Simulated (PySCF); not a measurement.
Mg (magnesium, neutral) across methods

[Ne] 3s2, closed-shell 1S. All numbers are calculated (PySCF 2.14, no relativity, point nucleus, in aug-cc-pCVTZ (8s7p5d3f, 75 functions)). The B2PLYP total includes its PT2 part (frozen core); its orbital energies are those of the SCF part.

```json
{"method": "B2PLYP", "E (hartree)": "-199.9626", "mean ε 2s (eV)": "-91.736", "mean ε 2p (eV)": "-54.965", "mean ε 3s (eV)": "-5.960", "Σ⟨r²⟩ (bohr²)": "28.66", "⟨S²⟩": "0.000"}
{"method": "LDA", "E (hartree)": "-199.1360", "mean ε 2s (eV)": "-78.931", "mean ε 2p (eV)": "-46.689", "mean ε 3s (eV)": "-4.773", "Σ⟨r²⟩ (bohr²)": "28.10", "⟨S²⟩": "0.000"}
{"method": "PBE", "E (hartree)": "-199.9518", "mean ε 2s (eV)": "-79.509", "mean ε 2p (eV)": "-46.610", "mean ε 3s (eV)": "-4.698", "Σ⟨r²⟩ (bohr²)": "28.30", "⟨S²⟩": "0.000"}
{"method": "r2SCAN", "E (hartree)": "-200.0415", "mean ε 2s (eV)": "-82.720", "mean ε 2p (eV)": "-48.179", "mean ε 3s (eV)": "-4.814", "Σ⟨r²⟩ (bohr²)": "28.48", "⟨S²⟩": "0.000"}
{"method": "wB97X-V", "E (hartree)": "-200.0354", "mean ε 2s (eV)": "-87.400", "mean ε 2p (eV)": "-52.952", "mean ε 3s (eV)": "-7.284", "Σ⟨r²⟩ (bohr²)": "28.40", "⟨S²⟩": "0.000"}
{"method": "r2SCANh", "E (hartree)": "-200.0396", "mean ε 2s (eV)": "-84.726", "mean ε 2p (eV)": "-49.639", "mean ε 3s (eV)": "-5.081", "Σ⟨r²⟩ (bohr²)": "28.48", "⟨S²⟩": "0.000"}
{"method": "UHF", "E (hartree)": "-199.61335", "mean ε 2s (eV)": "-102.52", "mean ε 2p (eV)": "-62.099", "mean ε 3s (eV)": "-6.886", "Σ⟨r²⟩ (bohr²)": "29.62", "⟨S²⟩": "0.000"}
{"method": "PBE0", "E (hartree)": "-199.9683", "mean ε 2s (eV)": "-85.534", "mean ε 2p (eV)": "-50.737", "mean ε 3s (eV)": "-5.425", "Σ⟨r²⟩ (bohr²)": "28.36", "⟨S²⟩": "0.000"}
```

Estimate the same row for PBEsol.

E (hartree) = -199.5143; mean ε 2s (eV) = -79.254; mean ε 2p (eV) = -46.543; mean ε 3s (eV) = -4.672; Σ⟨r²⟩ (bohr²) = 28.33; ⟨S²⟩ = 0.000.
